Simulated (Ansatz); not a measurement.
B₃PH₁₀ (relaxed from a model of B3H7(PH3), whose bonding it doesn't keep), 14 atoms. Hardware: 4 threads of Arm Neoverse V2 on a shared host.

Correlated methods freeze 8 core orbitals.

(1) How many basis functions does each of these Ansatz runs have, and roughly what does it cost? PBE0-D4/def2-TZVP, charge 0 singlet, energy and forces, from earlier orbitals; r2SCAN-D4/def2-TZVP, charge 1 doublet at the geometry of the charge 0 singlet, energy, from earlier orbitals; B3LYP-D4/def2-TZVP, charge 0 singlet, energy, from earlier orbitals; CCSD(T)/def2-TZVPP, charge 0 singlet, energy, from earlier orbitals; PBE-D4/def2-TZVP, charge 0 triplet at the geometry of the charge 0 singlet, energy, from earlier orbitals; LC-ωPBE/def2-TZVP, charge 0 singlet, energy, from earlier orbitals; PBE0-D4/def2-SVP, charge 0 singlet, energy, from earlier orbitals; MP2/def2-TZVP, charge 0 singlet, energy, from earlier orbitals; RPA@PBE/def2-TZVP, charge 0 singlet, energy, from earlier orbitals; r2SCAN0-D4/def2-TZVP, charge 0 singlet, energy, from earlier orbitals; PBE0-D4/def2-TZVP, charge 1 doublet at the geometry of the charge 0 singlet, energy, from earlier orbitals; PBE-D4/def2-SVP, charge 0 singlet, energy, from earlier orbitals.

Results:

(1) Other jobs shared the machine, so times can vary by a factor of up to 3. A dash marks memory too small to be measured apart from the calling script's.

```tsv
run	functions	fitting or Cholesky vectors	wall time	peak host memory (GiB)
PBE0-D4/def2-SVP, charge 0 singlet, energy, from earlier orbitals	110	1254	0.8 s	–
PBE-D4/def2-SVP, charge 0 singlet, energy, from earlier orbitals	110	1249	0.8 s	–
MP2/def2-TZVP, charge 0 singlet, energy, from earlier orbitals	190	1293	1.2 s	–
B3LYP-D4/def2-TZVP, charge 0 singlet, energy, from earlier orbitals	190	1229	1.6 s	–
LC-ωPBE/def2-TZVP, charge 0 singlet, energy, from earlier orbitals	190	1217	1.6 s	–
PBE0-D4/def2-TZVP, charge 0 singlet, energy and forces, from earlier orbitals	190	1229	2.4 s	–
r2SCAN0-D4/def2-TZVP, charge 0 singlet, energy, from earlier orbitals	190	1229	2.7 s	–
RPA@PBE/def2-TZVP, charge 0 singlet, energy, from earlier orbitals	190	1293	2.8 s	–
PBE-D4/def2-TZVP, charge 0 triplet at the geometry of the charge 0 singlet, energy, from earlier orbitals	190	1217	3.5 s	–
r2SCAN-D4/def2-TZVP, charge 1 doublet at the geometry of the charge 0 singlet, energy, from earlier orbitals	190	1217	6.5 s	–
PBE0-D4/def2-TZVP, charge 1 doublet at the geometry of the charge 0 singlet, energy, from earlier orbitals	190	1229	7.5 s	0.72
CCSD(T)/def2-TZVPP, charge 0 singlet, energy, from earlier orbitals	275	1547	6.8 min	2.8
```
